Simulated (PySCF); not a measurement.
Computed beside measured shifts: (CF3CH2)3N (C6H6F9N)

System: (CF3CH2)3N (C6H6F9N), SMILES FC(F)(F)CN(CC(F)(F)F)CC(F)(F)F.

Atom-mapped SMILES (hydrogens are numbered by the atom that bears them): [F:1][C:2]([F:3])([F:4])[CH2:5][N:6]([CH2:7][C:8]([F:9])([F:10])[F:11])[CH2:12][C:13]([F:14])([F:15])[F:16]

Level of theory: GIAO KT3/pcSseg-1, gas phase, PySCF SCF with an in-house response code, fitting set def2-universal-JFIT, grid level 2, non-relativistic, geometry: GFN2-xTB.

One optimised conformer. Values are averaged over the atoms that symmetry or fast rotation interchanges, on this one geometry and without vibrational averaging. Shifts are the reference shielding less the shielding here, at the same level (13C, 1H against isolated TMS; 19F against isolated CFCl3; 15N against isolated NH3); nuclei without a reference have shieldings only.

**Question.** What shifts does this level give for F1/3/4/9/10/11/…, and how do they compare with measurement?

**Answer.** 
```json
{"atom": "F1/3/4/9/10/11/…", "nucleus": "19F", "computed / ppm": "-98.7", "measured / ppm": "-71.5", "computed less measured": "-27.2", "measured against": "CFCl3", "medium of the measurement": "not stated"}
```

Computed 19F and 31P shifts carry an offset from the reference molecule (CFCl3 is hard for DFT, lone H3PO4 or PH3 isn't the 85 % acid), so differences between compounds are more accurate than the values.

Measured values: G. Saielli, R. Bini, A. Bagno, Computational 19F NMR. 2. Organic compounds, RSC Adv. 2014, ESI.
